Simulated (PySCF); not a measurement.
BH4N, SMILES BN.

The structure is a stationary point at B3LYP-D3(BJ)/def2-TZVP.

Two levels are set side by side: PBE/def2-TZVPD (PySCF) and HF/def2-TZVPD (PySCF). Same geometry, gas phase. Differences are taken from unrounded values.

```json
[
 {"quantity": "orbital gap (eV)", "HF": "13.38"},
 {"quantity": "highest occupied level (eV)", "HF": "-11.97"},
 {"quantity": "lowest empty level (eV)", "HF": "1.41"},
 {"quantity": "dipole moment (D)", "HF": "1.67"},
 {"quantity": "mean polarisability (bohr³)", "HF": "24.5"}
]
```

Question: What does PBE give, and how far is it from HF? (Estimate from the structure and the level; the computed values follow.)

Answer: 
| quantity | PBE | PBE minus HF |
|---|---|---|
| orbital gap (eV) | 6.53 | -6.85 |
| highest occupied level (eV) | -7.35 | 4.62 |
| lowest empty level (eV) | -0.82 | -2.24 |
| dipole moment (D) | 2.00 | 0.33 |
| mean polarisability (bohr³) | 27.6 | 3.1 |

PBE's occupied levels lie high since its potential decays too fast outside the molecule; exact exchange lowers them and widens the gap. Loosely held outer electrons make PBE densities more polarisable. Differences between two approximate levels are no errors against the true value.

Rough cost on one machine, each run with all the roots and properties that it gave: HF against PBE about 1/5.
